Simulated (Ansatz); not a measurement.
`B[SiH]([SiH3])Cl` + CH₃OH → `CO[SiH]([SiH3])Cl` + BH₃ at 400 K and 1 bar (cleavage of the Si–B bond).

Isolated molecules relaxed with PBE0-D4/def2-TZVP in Ansatz; ΔE leaves out vibrations. CCSD(T)/CBS is the MP2 limit (def2-TZVPP, def2-QZVPP) plus CCSD(T) − MP2 in def2-TZVPP, frozen cores. This one scheme is used for every species. Each species was taken in one conformer, which may not be the lowest.

| species | CCSD(T)/CBS energy (Eh) | H − E (kJ/mol) | S (J/(mol·K)) |
| --- | --- | --- | --- |
| `B[SiH]([SiH3])Cl` | -1066.34213 | 181.4 | 403.8 |
| CH₃OH | -115.61712 | 151.2 | 252.6 |
| `CO[SiH]([SiH3])Cl` | -1155.45034 | 245.0 | 433.1 |
| BH₃ | -26.55200 | 82.6 | 199.4 |

H − E and S are ideal-gas, rigid-rotor, harmonic terms from PBE0-D4/def2-TZVP, for one conformer and one mirror image of each species. 1 Eh = 2625.50 kJ/mol, R = 8.31446 J/(mol·K).

Task: By hand: ΔE, ΔH, ΔS and ΔG.

Result: ΔE = (-1155.45034) + (-26.55200) − (-1066.34213) − (-115.61712) = -0.04309 Eh = -113.1 kJ/mol. Δ(H − E) = 245.0 + 82.6 − 181.4 − 151.2 = -5.0, so ΔH = -118.1 kJ/mol. ΔS = 433.1 + 199.4 − 403.8 − 252.6 = -23.9 J/(mol·K). ΔG = -118.1 − 400 × (-23.9)/1000 = -108.5 kJ/mol.

Task: By hand: the equilibrium constant, and the temperature at which ΔG would vanish if ΔH and ΔS stayed fixed.

Result: log₁₀ K = −ΔG/(RT ln 10) = 14.2. ΔG = 0 at ΔH/ΔS = 4941 K, far beyond where these terms or the molecules hold.

ΔH outweighs TΔS. A doubt of 5 kJ/mol in ΔE shifts log₁₀ K by 0.7 here. Other conformers and mirror images would add mixing entropy, several J/(mol·K) or more a flexible species. These are equilibria of isolated gas molecules and say nothing of rates. Largest T1 diagnostic: 0.012 (customary marks: 0.02 for closed shells, 0.045 for open ones).
